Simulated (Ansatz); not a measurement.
Isomers of IrN4F2H12⁺ (singlet), relaxed with r2SCAN-D4/def2-SVP; total energies from Ansatz at RPA@PBE/def2-TZVP.

```
isomer                       description  energy (Eh)
     A  trans-[IrF2(NH3)4]+ (IrN₄F₂H₁₂⁺)   -529.95175
     B    cis-[IrF2(NH3)4]+ (IrN4F2H12⁺)   -529.95533
```

In the def2 sets Ir takes a core potential; there is no spin–orbit coupling. Correlated methods freeze 6 core orbitals; core or outer-core shells of Ir are correlated, in sets that lack core-valence functions.

Work out the relative energies (1 Eh = 2625.5 kJ/mol) and the Boltzmann populations at 1200 K from electronic energies alone (R = 8.314 J/mol/K).

ΔE: A 9.4, B 0.0 kJ/mol. RT = 9.98 kJ/mol. Factors exp(−ΔE/RT): A 0.39, B 1; sum 1.390. Populations: A 28.1 %, B 71.9 %. Zero-point energy, vibrational entropy and symmetry numbers are left out and can shift these; an error of 4 kJ/mol changes a ratio by a factor of 1.5. Over the other density-functional and correlated levels in def2 sets, the gap between B and A ranges from 9 to 13 kJ/mol.
